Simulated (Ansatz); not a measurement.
C₃H₉Al, SMILES `[CH3][Al]([CH3])[CH3]` with one electron removed (charge 1, multiplicity 2), frozen-core CCSD(T)/cc-pVTZ // CAM-B3LYP-D3(BJ)/def2-TZVP (Ansatz, a program for electronic structure). The run hit its time limit unfinished.

Ansatz 0.2 input:
```yaml
crystal:
  periodic: [false, false, false]
  atoms:
    - { symbol: C, position_ang: [-1.414607, -1.317936, 0.047956] }
    - { symbol: Al, position_ang: [0.000095, 0.000223, -0.226021] }
    - { symbol: C, position_ang: [1.872918, -0.549964, -0.164481] }
    - { symbol: C, position_ang: [-0.458216, 1.868074, -0.565227] }
    - { symbol: H, position_ang: [-2.071655, -1.372259, -0.824839] }
    - { symbol: H, position_ang: [-1.038863, -2.323669, 0.241008] }
    - { symbol: H, position_ang: [-2.054628, -1.03613, 0.888915] }
    - { symbol: H, position_ang: [2.572546, 0.280608, -0.267638] }
    - { symbol: H, position_ang: [2.102494, -1.064871, 0.772457] }
    - { symbol: H, position_ang: [2.092361, -1.265425, -0.962567] }
    - { symbol: H, position_ang: [-0.018469, 2.216425, -1.503983] }
    - { symbol: H, position_ang: [-0.051134, 2.516294, 0.216294] }
    - { symbol: H, position_ang: [-1.532852, 2.048624, -0.615457] }
basis:
  gaussian: { orbitals: cc-pVTZ }
correlation:
  method: ccsd_t
total_charge: 1
magnetization:
  spin_polarized: true
  initial_magnetization: 1
```

The last lines of the output:

```
1390 factors; integrals over basis functions are off by at most 1.0e-3 eV
mean field evaluation 1: about -9804.3174 eV, gradient 3.2e1 eV
mean field evaluation 2: about -9804.3195 eV, gradient 3.2e1 eV
mean field evaluation 4: about -9809.5037 eV, gradient 2.7e0 eV
mean field evaluation 8: about -9809.6349 eV, gradient 2.7e-1 eV
mean field evaluation 16: about -9809.6559 eV, gradient 1.8e-2 eV
mean field evaluation 32: about -9809.6001 eV, gradient 9.1e-3 eV
mean field evaluation 64: about -9809.6555 eV, gradient 1.7e-1 eV
mean field evaluation 96: about -9809.5998 eV, gradient 1.0e-2 eV
mean field evaluation 128: about -9805.3110 eV, gradient 3.7e-2 eV
mean field evaluation 160: about -9805.5758 eV, gradient 6.8e-4 eV
mean field evaluation 192: about -9809.6207 eV, gradient 2.5e-1 eV
mean field evaluation 224: about -9805.2552 eV, gradient 5.3e-3 eV
mean field evaluation 256: about -9806.1126 eV, gradient 4.3e-2 eV
mean field evaluation 288: about -9809.6001 eV, gradient 3.1e-4 eV
mean field -9809.65610809 eV, -360.4982127486 hartree, gradient 5.6e-6 eV, S^2 0.771282; 8 other end points of the search recorded, 0 dependent functions left out
determinant -9809.65610809 eV, -360.4982127486 hartree, with singles and doubles -9827.45967698 eV, -361.1524818378 hartree
determinant -9809.65608655 eV, -360.4982119570 hartree, with singles and doubles -9827.45966322 eV, -361.1524813320 hartree
determinant -9809.65593983 eV, -360.4982065653 hartree, with singles and doubles -9827.45951152 eV, -361.1524757570 hartree
determinant -9809.60006447 eV, -360.4961531837 hartree, with singles and doubles -9827.47124405 eV, -361.1529069196 hartree
determinant -9809.59982495 eV, -360.4961443813 hartree, with singles and doubles -9827.47108114 eV, -361.1529009328 hartree
determinant -9809.59981108 eV, -360.4961438716 hartree, with singles and doubles -9827.47106525 eV, -361.1529003487 hartree
determinant -9809.65610809 eV, -360.4982127486 hartree, with singles and doubles -9827.18333451 eV, -361.1423264390 hartree
determinant -9809.65608655 eV, -360.4982119570 hartree, with singles and doubles -9827.18331734 eV, -361.1423258080 hartree
determinant -9809.65593983 eV, -360.4982065653 hartree, with singles and doubles -9827.18317094 eV, -361.1423204281 hartree
```
